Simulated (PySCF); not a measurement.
4,4-difluorobuta-1,2-diene (C4H4F2), SMILES FC(F)C=C=C. Atoms are numbered in the order given.

```xyz
10

C      2.7990     0.2513     0.0000
C      1.5688    -0.1931     0.0000
C      0.3287    -0.6215     0.0000
C     -0.8493     0.3005     0.0000
F     -1.6266     0.0567     1.0928
F     -1.6266     0.0567    -1.0928
H      3.3337     0.4412     0.9380
H      3.3337     0.4412    -0.9380
H      0.0921    -1.6941     0.0000
H     -0.5630     1.3669     0.0000
```

Coordinates come from a r2SCAN-D4/def2-SVP optimisation. The values are those of a single conformer.

Two levels are set side by side: PBE/pcSseg-1 (PySCF) and B3LYP/pcSseg-1 (PySCF). GIAO shifts against CFCl3 (¹⁹F), TMS (¹H), TMS (¹³C) at the same level; non-relativistic, no solvent, atoms listed together averaged. Differences are taken from unrounded values.

```json
[
 {"quantity": "δ(¹³C) of C1 (ppm)", "B3LYP": "85.4", "PBE": "83.4", "PBE minus B3LYP": "-2.0"},
 {"quantity": "δ(¹³C) of C2 (ppm)", "B3LYP": "229.5", "PBE": "223.1", "PBE minus B3LYP": "-6.4"},
 {"quantity": "δ(¹³C) of C3 (ppm)", "B3LYP": "97.4", "PBE": "95.7", "PBE minus B3LYP": "-1.8"},
 {"quantity": "δ(¹³C) of C4 (ppm)", "B3LYP": "125.7", "PBE": "128.3", "PBE minus B3LYP": "2.5"},
 {"quantity": "δ(¹⁹F) of F5, F6 (ppm)", "B3LYP": "-123.7", "PBE": "-135.6", "PBE minus B3LYP": "-11.9"},
 {"quantity": "δ(¹H) of H7, H8 (ppm)", "B3LYP": "5.53", "PBE": "5.50", "PBE minus B3LYP": "-0.03"},
 {"quantity": "δ(¹H) of H9 (ppm)", "B3LYP": "5.93", "PBE": "5.88", "PBE minus B3LYP": "-0.05"},
 {"quantity": "δ(¹H) of H10 (ppm)", "B3LYP": "6.41", "PBE": "6.62", "PBE minus B3LYP": "0.21"}
]
```

Rough cost on one machine, each run with all the roots and properties that it gave: B3LYP against PBE within a factor of 2.
